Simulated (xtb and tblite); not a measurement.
Internal rotation in SMILES O=C(O)c1ccccc1[SiH3] (C7H8O2Si). Scanned: dihedral O1–C2–O3–H11 and dihedral O1–C2–C4–C5; all other coordinates were relaxed at GFN2-xTB. Points at φ and −φ are mirror images. Heavy atoms are numbered in the order of the SMILES O=C(O)c1ccccc1[SiH3], hydrogens after them in the order of the atoms that carry them; the mirror image has the same energies with the sign of each dihedral reversed.

Computed with GFN2-xTB (xtb and tblite).

Energy in kJ/mol above the lowest grid point; x is the dihedral O1–C2–O3–H11 (°), y the dihedral O1–C2–C4–C5 (°).

| y \ x | -150 | -120 | -90 | -60 | -30 | 0 | 30 | 60 | 90 | 120 | 150 | 180 |
|---|---|---|---|---|---|---|---|---|---|---|---|---|
| 180 | 33.1 | 48.3 | 53.7 | 36.5 | 11.5 | 0.0 | 11.5 | 36.5 | 53.7 | 48.3 | 33.1 | 26.2 |
| 150 | 39.7 | 56.6 | 63.0 | 45.6 | 19.6 | 7.3 | 18.2 | 43.1 | 60.5 | 54.8 | 38.6 | 31.1 |
| 120 | 52.9 | 71.1 | 79.7 | 62.6 | 36.0 | 23.2 | 34.2 | 59.7 | 77.6 | 71.3 | 54.2 | 45.4 |
| 90 | 61.0 | 78.1 | 85.9 | 68.6 | 42.4 | 30.4 | 42.3 | 68.6 | 86.1 | 78.3 | 61.3 | 53.4 |
| 60 | 55.1 | 69.9 | 75.5 | 59.5 | 34.4 | 22.8 | 34.8 | 61.6 | 80.9 | 75.4 | 57.8 | 48.7 |
| 30 | 51.2 | 60.5 | 62.5 | 47.7 | 25.2 | 13.5 | 23.5 | 49.1 | 72.4 | 74.6 | 61.1 | 49.7 |
| 0 | 60.9 | 65.9 | 61.9 | 42.6 | 20.5 | 10.7 | 20.5 | 42.6 | 61.9 | 65.9 | 60.9 | 59.3 |
| -30 | 61.1 | 74.6 | 72.4 | 49.1 | 23.5 | 13.5 | 25.2 | 47.7 | 62.5 | 60.5 | 51.2 | 49.7 |
| -60 | 57.8 | 75.4 | 80.9 | 61.6 | 34.8 | 22.8 | 34.4 | 59.5 | 75.5 | 69.9 | 55.1 | 48.7 |
| -90 | 61.3 | 78.3 | 86.1 | 68.6 | 42.3 | 30.4 | 42.4 | 68.6 | 85.9 | 78.1 | 61.0 | 53.4 |
| -120 | 54.2 | 71.3 | 77.6 | 59.7 | 34.2 | 23.2 | 36.0 | 62.6 | 79.7 | 71.1 | 52.9 | 45.4 |
| -150 | 38.6 | 54.8 | 60.5 | 43.1 | 18.2 | 7.3 | 19.6 | 45.6 | 63.0 | 56.6 | 39.7 | 31.1 |

Points that lie below all their neighbours on the grid: x = 0, y = 180 (0.0 kJ/mol); x = 0, y = 0 (10.7 kJ/mol); x = 180, y = 180 (26.2 kJ/mol); x = 180, y = -60 (48.7 kJ/mol); x = 180, y = 60 (48.7 kJ/mol). The lowest path on the grid from the first to the second passes x = 0, y = -90 at 30.4 kJ/mol.
